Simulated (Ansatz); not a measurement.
Relaxation of CH3AlCl2 (7 atoms, charge 0, multiplicity 1), to a largest force component of 0.02 eV/Å in at most 50 steps.

Theory: Ansatz, RKS PBE/def2-SVP.

```xyz
7
Properties=species:S:1:pos:R:3
Al -0.541 0.923 -0.027
C 0.541 -0.671 -0.063
Cl 0.928 -1.123 1.591
Cl -0.276 -1.985 -0.839
H -1.110 1.587 -1.429
H -0.981 1.664 1.351
H 1.500 -0.464 -0.630
```

**Question.** Where does it end, and by what steps?

**Answer.** The forces met the threshold. After 10 steps the energy has fallen by 0.466 eV; Cl4 moved furthest, 0.72 Å. Joined: Al1–Cl4 (3.03 → 2.46 Å).

```tsv
step	energy less start (eV)	largest force component (eV/Å)	accepted
0	0.0000	1.569	yes
1	-0.1931	0.990	yes
2	-0.2736	0.359	yes
3	-0.3251	0.299	yes
4	-0.3989	0.405	yes
5	-0.4502	0.360	yes
6	-0.4309	0.418	no
7	-0.4637	0.101	yes
8	-0.4653	0.036	yes
9	-0.4632	0.236	no
10	-0.4657	0.014	yes
```

```xyz
7
Properties=species:S:1:pos:R:3
Al -0.651 0.884 -0.106
C 0.782 -0.497 0.041
Cl 1.389 -1.072 1.584
Cl -0.765 -1.535 -0.550
H -0.761 1.663 -1.493
H -1.454 1.218 1.227
H 1.521 -0.728 -0.748
```

Whether the end is a true minimum wasn't checked by a vibrational analysis.

The run took 10 s on 2 threads of Intel(R) Xeon(R) Platinum 8488C (Sapphire Rapids), on a shared host, peak memory 0.14 GiB.
